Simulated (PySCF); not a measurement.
Computed IR spectrum (relative IR intensity) of a molecule C3H5NOSi. Geometry: PBE0-D3(BJ)/def2-SVP. The values are those of a single conformer. All values below come from PBE0-D3(BJ)/def2-SVP in PySCF. Frequencies are harmonic and unscaled.

Lines under 2 % of the strongest are left out, and lines within 2 cm⁻¹ are merged.

ν (cm⁻¹): 175 (m), 291 (m), 407 (w), 453 (vw), 505 (w), 644 (w), 709 (m), 735 (w), 741 (w), 798 (m), 862 (m), 888 (vs), 934 (s), 956 (m), 977 (vw), 1080 (w), 1306 (w), 1363 (w), 1611 (w), 1708 (m), 2291 (m), 3082 (m), 3186 (w), 3932 (s) (against the strongest line: vs over 80 %, s over 45 %, m over 15 %, w over 4 %, vw less)

Task: Which molecule gave these data?
A. O[Si@@H]1C=CC=N1
B. N#C/C=C\[SiH2]O
C. N#C[C@@H]([SiH3])C=O
D. C=CC1=N[SiH2]O1

Result: A, O[Si@@H]1C=CC=N1
